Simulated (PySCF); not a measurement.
Si(Cl)(H)2(nBu), SMILES CCCC[SiH2]Cl, GFN2-xTB optimised geometry.

```
17

Si    -1.46    -0.94     0.00
Cl    -2.18     0.95     0.00
C      0.44    -0.94     0.00
C      1.10    -0.90     1.38
C      0.75     0.33     2.21
C      1.22     1.64     1.59
H     -1.96    -1.58    -1.22
H     -1.99    -1.62     1.18
H      0.78    -1.84    -0.51
H      0.81    -0.10    -0.60
H      2.18    -0.94     1.26
H      0.80    -1.80     1.94
H      1.21     0.22     3.20
H     -0.34     0.37     2.36
H      0.67     1.84     0.67
H      1.05     2.46     2.27
H      2.28     1.59     1.36
```

Density from CAM-B3LYP/def2-SVP run with PySCF at that geometry.

Minimum of the electron density along straight lines between bonded atoms, close to the bond critical point (lines longer than 1.1 times the sum of covalent radii, or with two minima, are not listed):

| bond | length / Å | ρ at the minimum / e bohr⁻³ | ∇²ρ there / e bohr⁻⁵ | position (fraction from the first atom) |
|---|---|---|---|---|
| Si1–Cl2 | 2.021 | 0.096 | 0.33 | 0.37 |
| Si1–C3 | 1.905 | 0.115 | 0.29 | 0.38 |
| C3–C4 | 1.531 | 0.240 | -0.54 | 0.51 |
| C4–C5 | 1.528 | 0.247 | -0.58 | 0.50 |
| C5–C6 | 1.524 | 0.246 | -0.57 | 0.50 |
| Si1–H7 | 1.463 | 0.120 | 0.33 | 0.49 |
| Si1–H8 | 1.462 | 0.120 | 0.33 | 0.49 |
| C3–H9 | 1.092 | 0.271 | -0.96 | 0.62 |
| C3–H10 | 1.091 | 0.272 | -0.98 | 0.63 |
| C4–H11 | 1.094 | 0.276 | -1.00 | 0.62 |
| C4–H12 | 1.093 | 0.277 | -1.01 | 0.62 |
| C5–H13 | 1.093 | 0.276 | -1.01 | 0.62 |
| C5–H14 | 1.092 | 0.276 | -1.00 | 0.62 |
| C6–H15 | 1.087 | 0.278 | -1.03 | 0.63 |
| C6–H16 | 1.088 | 0.277 | -1.02 | 0.63 |
| C6–H17 | 1.088 | 0.276 | -1.01 | 0.62 |
